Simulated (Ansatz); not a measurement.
Relaxation of BrH$_{5}$SSn (8 atoms, charge 0, multiplicity 1), to a largest force component of 0.03 eV/Å in at most 50 steps.

The calculation used RKS B3LYP-D4/def2-SVP (Ansatz).

```xyz
8
Properties=species:S:1:pos:R:3:forces:R:3
Sn -0.949 -0.995 -0.413 0.27 -0.17 -0.01
Br 1.561 -1.572 -0.275 -0.34 0.08 -0.02
H -1.634 -2.430 -1.080 0.01 0.07 0.05
H -1.482 -0.721 1.196 0.04 0.02 -0.10
H -1.110 0.334 -1.479 -0.01 -0.06 0.03
H 1.668 1.229 -0.035 -0.06 0.08 0.03
S 0.824 2.202 0.395 0.09 -0.01 0.02
H 1.121 1.954 1.691 0.00 -0.01 -0.01
```

**Question.** Where does it end, and by what steps?

**Answer.** The forces met the threshold. After 9 steps the energy has fallen by 0.024 eV; H4 moved furthest, 0.23 Å.

```
step  energy less start (eV)  largest force component (eV/Å)  accepted
   0                  0.0000                           0.339       yes
   1                 -0.0112                           0.209       yes
   2                 -0.0174                           0.065       yes
   3                 -0.0189                           0.059       yes
   4                 -0.0205                           0.083       yes
   5                 -0.0220                           0.081       yes
   6                 -0.0229                           0.112       yes
   7                 -0.0234                           0.091       yes
   8                 -0.0238                           0.038       yes
   9                 -0.0239                           0.001       yes
```

```xyz
8
Properties=species:S:1:pos:R:3
Sn -0.940 -1.008 -0.455
Br 1.543 -1.536 -0.400
H -1.680 -2.495 -0.894
H -1.381 -0.527 1.125
H -1.168 0.193 -1.649
H 1.722 1.322 0.009
S 0.891 2.269 0.504
H 1.014 1.782 1.760
```

The run took 37 s on 2 threads of Intel(R) Xeon(R) Platinum 8259CL CPU @ 2.50GHz (Skylake/Cascade Lake), on a shared host, peak memory 0.27 GiB.
